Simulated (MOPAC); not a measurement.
Input file for MOPAC: AM1 on C2H4S (a complex).

```
AM1 1SCF PRECISE CHARGE=0 THREADS=1
C2H4S

C     -0.51234001 1     0.75207879 1     0.16926741 1
C     -0.53787904 1    -0.43811175 1     0.04183468 1
H     -0.48873917 1     1.80894133 1     0.28203755 1
H     -0.55901637 1    -1.49513684 1    -0.06996272 1
S      0.98363724 1    -0.35009246 1     3.69882556 1
H     -0.27011913 1    -0.36551878 1     4.17865498 1
H      0.56148294 1    -0.15258341 1     2.43780707 1
```

Output:

```
*******************************************************************************
 **                                                                           **
 **                              MOPAC v23.2.5                                **
 **                                                                           **
 *******************************************************************************
 ** MOPAC's Digital Object Identifier: https://doi.org/10.5281/zenodo.6511958 **
 **                                                                           **
 ** Please cite the open-source release paper for use of this MOPAC version:  **
 ** J. E. Moussa and J. J. P. Stewart (2026)                                  **
 ** MOPAC: An open-source semiempirical molecular orbital program             **
 ** J. Open Source Softw., 11(119), 8025, https://doi.org/10.21105/joss.08025 **
 *******************************************************************************

                              AM1 CALCULATION RESULTS

 *******************************************************************************
 *  AM1        - The AM1 Hamiltonian to be used
 *
 *
 *
 *                 CHARGE ON SYSTEM = 0
 *
 *
 *
 *  PRECISE    - TIGHTER CRITERIA TO BE USED
 *  1SCF       - DO 1 SCF AND THEN STOP
 *  THREADS=1  - MULTI-THREADING NOT USED
 *  T=         - A TIME OF 172800.0 SECONDS REQUESTED
 *  DUMP=N     - RESTART FILE WRITTEN EVERY 7200.0 SECONDS REQUESTED
 *******************************************************************************
AM1 1SCF PRECISE CHARGE=0 THREADS=1
 C2H4S

   ATOM   CHEMICAL          X               Y               Z
  NUMBER   SYMBOL      (ANGSTROMS)     (ANGSTROMS)     (ANGSTROMS)

     1       C         -0.51234001  *   0.75207879  *   0.16926741  *
     2       C         -0.53787904  *  -0.43811175  *   0.04183468  *
     3       H         -0.48873917  *   1.80894133  *   0.28203755  *
     4       H         -0.55901637  *  -1.49513684  *  -0.06996272  *
     5       S          0.98363724  *  -0.35009246  *   3.69882556  *
     6       H         -0.27011913  *  -0.36551878  *   4.17865498  *
     7       H          0.56148294  *  -0.15258341  *   2.43780707  *



          CARTESIAN COORDINATES

    NO.       ATOM           X           Y           Z

     1         C         -0.5123      0.7521      0.1693
     2         C         -0.5379     -0.4381      0.0418
     3         H         -0.4887      1.8089      0.2820
     4         H         -0.5590     -1.4951     -0.0700
     5         S          0.9836     -0.3501      3.6988
     6         H         -0.2701     -0.3655      4.1787
     7         H          0.5615     -0.1526      2.4378

  H: (AM1): M.J.S. DEWAR ET AL, J. AM. CHEM. SOC. 107 3902-3909 (1985)
  C: (AM1): M.J.S. DEWAR ET AL, J. AM. CHEM. SOC. 107 3902-3909 (1985)
  S: (AM1): M.J.S. DEWAR, Y-C YUAN, INORGANIC CHEMISTRY, 29, 3881:3890,  (1990)

           Empirical Formula: C2 H4 S  =     7 atoms



      MOLECULAR POINT GROUP   :   Cs


      RHF CALCULATION, NO. OF DOUBLY OCCUPIED LEVELS = 9


 -------------------------------------------------------------------------------
 AM1 1SCF PRECISE CHARGE=0 THREADS=1
 C2H4S



     1SCF WAS SPECIFIED, SO BFGS WAS NOT USED
     SCF FIELD WAS ACHIEVED


                              AM1 CALCULATION
                                                       MOPAC v23.2.5 Linux




          FINAL HEAT OF FORMATION =         55.64976 KCAL/MOL =     232.83859 KJ/MOL


          COSMO AREA              =        116.27 SQUARE ANGSTROMS
          COSMO VOLUME            =         97.33 CUBIC ANGSTROMS

          IONIZATION POTENTIAL    =          9.418866 EV
          HOMO LUMO ENERGIES (EV) =         -9.419  1.037
          NO. OF FILLED LEVELS    =          9
          MOLECULAR WEIGHT        =         60.1136         POINT GROUP:  Cs

          MOLECULAR DIMENSIONS (Angstroms)

            Atom       Atom       Distance
            H     6    H     3     4.46763
            H     4    S     5     3.16624
            H     6    S     5     1.23843


          SCF CALCULATIONS        =          1





   ATOM   CHEMICAL          X               Y               Z
  NUMBER   SYMBOL      (ANGSTROMS)     (ANGSTROMS)     (ANGSTROMS)

     1       C         -0.51234001  *   0.75207879  *   0.16926741  *
     2       C         -0.53787904  *  -0.43811175  *   0.04183468  *
     3       H         -0.48873917  *   1.80894133  *   0.28203755  *
     4       H         -0.55901637  *  -1.49513684  *  -0.06996272  *
     5       S          0.98363724  *  -0.35009246  *   3.69882556  *
     6       H         -0.27011913  *  -0.36551878  *   4.17865498  *
     7       H          0.56148294  *  -0.15258341  *   2.43780707  *

                             CARTESIAN COORDINATES

   1    C       -0.512340010     0.752078790     0.169267410
   2    C       -0.537879040    -0.438111750     0.041834680
   3    H       -0.488739170     1.808941330     0.282037550
   4    H       -0.559016370    -1.495136840    -0.069962720
   5    S        0.983637240    -0.350092460     3.698825560
   6    H       -0.270119130    -0.365518780     4.178654980
   7    H        0.561482940    -0.152583410     2.437807070


           Empirical Formula: C2 H4 S  =     7 atoms



      MOLECULAR POINT GROUP   :   Cs


                  EIGENVALUES
 -33.33535 -20.90396 -19.52320 -15.72366 -15.08420 -12.32765 -11.79064 -11.66184
  -9.41887   1.03668   1.66388   1.71283   1.74012   3.30766   4.84430   6.41773


              NET ATOMIC CHARGES AND DIPOLE CONTRIBUTIONS

  ATOM NO.   TYPE          CHARGE      No. of ELECS.   s-Pop       p-Pop
    1          C          -0.221220        4.2212     1.26261     2.95861
    2          C          -0.221398        4.2214     1.26265     2.95874
    3          H           0.222620        0.7774     0.77738
    4          H           0.222781        0.7772     0.77722
    5          S          -0.123303        6.1233     1.89215     4.23115
    6          H           0.055195        0.9448     0.94481
    7          H           0.065326        0.9347     0.93467
 DIPOLE           X         Y         Z       TOTAL
 POINT-CHG.    -0.482     0.064    -0.316     0.580
 HYBRID        -1.265     0.139    -0.601     1.407
 SUM           -1.748     0.203    -0.916     1.983


          ATOMIC ORBITAL ELECTRON POPULATIONS

     Atom    s        px        py        pz
    1  C   1.26261   0.99975   0.95981   0.99905
    2  C   1.26265   0.99975   0.96094   0.99805
    3  H   0.77738
    4  H   0.77722
    5  S   1.89215   1.12313   1.98094   1.12708
    6  H   0.94481
    7  H   0.93467

 **********************
 *                    *
 * JOB ENDED NORMALLY *
 *                    *
 **********************




 == MOPAC DONE ==
```

The run finished.

Cost: around 0.020 core-seconds (rough).
